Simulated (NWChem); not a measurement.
System: C2H5NSi; SMILES C#C[SiH2]N

```xyz
9

C      0.3373    -2.3561     0.0159
C     -0.0140    -1.1908     0.0164
Si    -0.5607     0.5660    -0.0110
N      0.8282     1.5884     0.0370
H      0.6481    -3.3860     0.0214
H     -1.3752     0.8701     1.2012
H     -1.4465     0.7029    -1.2122
H      0.7330     2.5451     0.3572
H      1.5530     1.5062    -0.6668
```
Atoms are numbered in this order, from 1.

Computed with NWChem. All runs use the structure optimised with PBE0/def2-SVP.

Problem. Predict the results for PBE0/def2-SVP. Quantities: highest occupied level (eV); orbital gap (eV); dipole (D).

Solution. 
- highest occupied level (eV) = -7.30
- orbital gap (eV) = 7.32
- dipole (D) = 1.29
